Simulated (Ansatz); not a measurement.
Relaxation of GaH$_{3}$O$_{2}$ (6 atoms, charge 0, multiplicity 1), to a largest force component of 0.03 eV/Å in at most 50 steps.

All numbers below come from Ansatz 0.2.0, RKS PBE/def2-TZVP.

```xyz
6
Properties=species:S:1:pos:R:3
Ga -0.827 0.906 0.523
H 1.540 -0.343 1.266
O 1.945 -0.183 0.379
H 1.280 -0.604 -0.242
O -0.725 -0.605 -0.576
H -1.528 -0.970 -0.988
```

Where does it end, and by what steps?

The forces met the threshold. After 9 steps the energy has fallen by 0.201 eV; O3 moved furthest, 0.42 Å.

| step | energy less start (eV) | largest force component (eV/Å) | accepted |
| --- | --- | --- | --- |
| 0 | 0.0000 | 1.119 | yes |
| 1 | 0.0231 | 2.088 | no |
| 2 | -0.0469 | 1.093 | yes |
| 3 | -0.1160 | 0.590 | yes |
| 4 | -0.1552 | 1.003 | yes |
| 5 | -0.1841 | 0.280 | yes |
| 6 | -0.1972 | 0.259 | yes |
| 7 | -0.2000 | 0.072 | yes |
| 8 | -0.1993 | 0.119 | no |
| 9 | -0.2005 | 0.016 | yes |

```xyz
6
Properties=species:S:1:pos:R:3
Ga -0.674 0.932 0.473
H 1.860 -0.451 1.224
O 1.568 0.000 0.413
H 1.079 -0.678 -0.121
O -0.685 -0.666 -0.558
H -1.463 -0.937 -1.068
```

Whether the end is a true minimum wasn't checked by a vibrational analysis.

Run time: 7.2 s on 4 threads of Arm Neoverse V2, with other jobs on the host, peak memory 0.2 GiB.
